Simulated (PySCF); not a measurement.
## Torsional scan of SMILES O[SiH2]O/C=C\Cl, C$_{2}$H$_{5}$ClO$_{2}$Si

Every point has one dihedral held and the rest relaxed. First point, dihedral O1–Si2–O3–C4 = 45°. Geometry:
```tsv
atom	x (Å)	y (Å)	z (Å)
O1	1.782	-1.977	-0.169
Si2	1.629	-0.365	-0.068
O3	0.131	0.112	0.390
C4	-0.687	-0.327	1.353
C5	-1.795	0.306	1.719
Cl6	-2.291	1.789	1.004
H7	1.278	-2.518	-0.772
H8	2.622	-0.076	0.952
H9	1.693	0.325	-1.343
H10	-0.420	-1.258	1.843
H11	-2.450	-0.068	2.486
```

Computed with GIAO PBE/pcSseg-1 magnetisability, rotational g tensor and spin-rotation constants, non-relativistic, gas phase in PySCF. Geometry: GFN2-xTB, dihedral held.

(1) How does the isotropic susceptibility follow that dihedral, the rest relaxed?

## Answers

(1) 
| dihedral (°) | χ, cgs (10⁻⁶ cm³/mol) | magnetisability anisotropy (10⁻³⁰ J/T²) |
| --- | --- | --- |
| 45 | -63.6 | 84 |
| 90 | -64.1 | 110 |
| 135 | -63.7 | 113 |
| 180 | -63.2 | 125 |
| 270 | -64.0 | 108 |
